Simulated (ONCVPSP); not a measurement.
## Plane-wave convergence, ONCV potential for thallium

```json
{
 "Element": "thallium",
 "Generator": "ONCVPSP 4.0.1",
 "Type": "optimised norm-conserving Vanderbilt (ONCV)",
 "Functional": "PBE",
 "Relativity": "fully relativistic",
 "Frozen core": "[Xe] 4f14 5d10",
 "Valence charge": "3",
 "Reference configuration": "6s1 (charge +2)",
 "Partial waves": "6s: rc 1.75 bohr, ncon 3, nbas 8, qcut 3 1/bohr, 1 projector; p scattering state at 0.17 Ha: rc 1.80 bohr, ncon 4, nbas 8, qcut 4.4 1/bohr, 3 projectors, debl 1.8 Ha; d scattering state at 0.05 Ha: rc 1.40 bohr, ncon 5, nbas 10, qcut 7 1/bohr, 1 projector",
 "Local potential": "polynomial inside 1.30 bohr (lpopt 5, dvloc0 0 Ha)",
 "Core correction": "Teter function, fcfact 2.5, rcfact 1.2"
}
```

Open shells are filled in proportion to 2j + 1.

In the p channel the program set the typed energies aside and used 0.050, 1.850, 3.650 Ha (j = l + 1/2; the other j can differ).

Problem. For each optimised wave give the share of its norm inside rc, the residual kinetic energy above qcut (Ha) and the cutoffs (Ha) for errors of 10, 1, 0.1 and 0.01 mHa per electron.

Solution.

```tsv
wave	norm inside rc	residual KE	10 mHa	1 mHa	0.1 mHa	0.01 mHa
6s	0.236	5.7e-03	4.0	10.1	34.0	56.9
p projector 1 j=3/2	0.063	6.3e-03	6.8	52.6	65.0	90.6
p projector 2 j=3/2	0.080	2.9e-03	7.5	40.0	82.1	107.5
p projector 3 j=3/2	0.062	2.0e-02	10.8	31.1	102.5	121.7
p projector 1 j=1/2	0.157	4.8e-03	3.8	51.4	64.6	90.2
p projector 2 j=1/2	0.091	1.7e-02	11.0	42.2	81.1	103.6
p projector 3 j=1/2	0.065	6.6e-02	13.3	33.2	101.6	118.2
d projector 1 j=5/2	0.078	7.4e-05	15.0	19.9	24.0	39.0
d projector 1 j=3/2	0.076	1.5e-04	15.8	21.0	25.7	46.7
```

The occupied waves need 10 Ha and 34 Ha for 1 and 0.1 mHa. The cutoffs count occupied waves only; projector 1 of the p channel, the hardest unoccupied one, needs 51 Ha at the loose tolerance. Note: ghosts flagged at negative energy: s at -206.8 eV, p3/2 at -88.7 eV, p1/2 at -108.8 eV; no localised positive-energy state flagged. A true bound ghost makes a file unfit for plane-wave use. Its largest configuration-test error is +871 meV.
